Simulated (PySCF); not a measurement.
AlClI2, SMILES [Cl][Al]([I])[I]. Atoms are numbered in the order given.

```xyz
4

Al     0.0000     0.0000     0.6795
Cl     0.0000     0.0000     2.7728
I      0.0000     2.1339    -0.5280
I      0.0000    -2.1339    -0.5280
```

Geometry optimised at r2SCAN-D4/def2-SVP. The def2 effective core potentials stand for the cores of I; spin–orbit coupling is left out.

All values below come from PySCF 2.14.0 with C-PCM-B3LYP/def2-SVP.

The values are the electrostatic part of the solvation free energy, E(continuum) − E(gas) at the gas-phase geometry, in a cavity of scaled van der Waals radii (PySCF's table); cavitation and dispersion terms are not included. A continuum can't describe solvent molecules that bind to the metal. In vacuum the orbital gap is 5.69 eV. The dipole moment in vacuum is 0.43 D.

### Question
Estimate the values in water (ε = 78.36), acetonitrile (ε = 35.69), 2-propanol (ε = 19.26). (The exact figures need the calculation; the answer reports its results.)

### Answer

| solvent | ε | ΔG(elec) (kcal/mol) | dipole (D) | gap (eV) |
|---|---|---|---|---|
| water | 78.36 | -4.7 | 0.39 | 5.90 |
| acetonitrile | 35.69 | -4.6 | 0.39 | 5.90 |
| 2-propanol | 19.26 | -4.5 | 0.40 | 5.89 |
